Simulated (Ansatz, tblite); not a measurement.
Cost and result up the ladder for Ge₁₀H₁₄, a cluster with a defect cut from the lattice of germanium (two caps of one atom removed) (24 atoms). Total charge 0; singlet. Geometry: PBE-D4/def2-SVP.

```xyz
24

Ge   -1.271    2.123   -1.265
Ge    1.613    1.443    1.423
Ge   -2.060   -0.082    1.864
Ge   -2.169   -1.930   -1.905
Ge    0.892   -2.463    0.929
Ge    1.680   -0.259   -2.198
Ge   -0.777    1.856    1.113
Ge   -0.752    0.039   -2.476
Ge    2.223   -0.563    0.164
Ge   -1.499   -2.052    0.492
H    -0.438    3.281   -1.895
H    -2.778    2.476   -1.445
H     2.437    2.663    0.916
H     1.930    1.243    2.935
H    -3.583    0.228    1.742
H    -1.766   -0.418    3.357
H     1.081   -2.716    2.456
H     1.351   -3.750    0.179
H     2.402    0.987   -2.795
H     2.153   -1.507   -3.002
H    -1.219    3.130    1.899
H    -0.947    0.392   -3.992
H     3.745   -0.872    0.329
H    -2.248   -3.249    1.177
```

Ansatz on 4 threads of AMD EPYC 7R13 on a shared host and a share (37 GiB) of an NVIDIA H100 80GB HBM3; xTB runs through tblite on one thread. Times are rough, summed over both states, and most runs start from the orbitals of an earlier one. PBE0-D4/def2-TZVP serves as the yardstick here, not as an exact answer. The other state is a doublet.

The xTB rows come from tblite. Single mean-field runs in def2-TZVP are fitted with def2-universal-jkfit.

Raw xTB energies of ions are shifted by several eV.

```
                          level  functions  wall time  vertical IE (eV)  difference from PBE0-D4/def2-TZVP (eV)
                       GFN1-xTB        118     0.15 s             12.73                                    5.11
                       GFN2-xTB        104     0.16 s             11.54                                    3.91
 PBE-D4/def2-TZVP (with forces)        564      8.6 s              7.43                                   -0.19
            r2SCAN-D4/def2-TZVP        564      9.2 s              7.52                                   -0.10
PBE0-D4/def2-TZVP (with forces)        564       12 s              7.62                                    0.00
```
